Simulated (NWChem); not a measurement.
System: SiI3F; SMILES F[Si](I)(I)I

Input file for NWChem:

```
start job
memory heap 200 mb stack 900 mb global 1100 mb
geometry units angstroms noautoz
  F      0.000000     0.000000     2.154330
  Si     0.000000     0.000000     0.539757
  I      1.995415     1.171023    -0.183105
  I      0.016428    -2.313592    -0.183105
  I     -2.011843     1.142569    -0.183105
end
basis spherical
  * library sto-3g
end
dft
  xc hfexch
  iterations 150
  mulliken
end
task dft energy
```

Geometry: optimised at PBE0/def2-SVP (def2 core potentials past Kr). No frequency run checked for a minimum.

Predict the main results of this run. (Hartree-Fock/STO-3G, non-relativistic.) Quantities: basis functions; energy (Ha); highest occupied level (eV); orbital gap (eV); dipole (D).


* **number of basis functions**: 95
* **energy (Ha)**: -20935.88
* **highest occupied level (eV)**: -8.17
* **orbital gap (eV)**: 12.62
* **dipole (D)**: 0.62
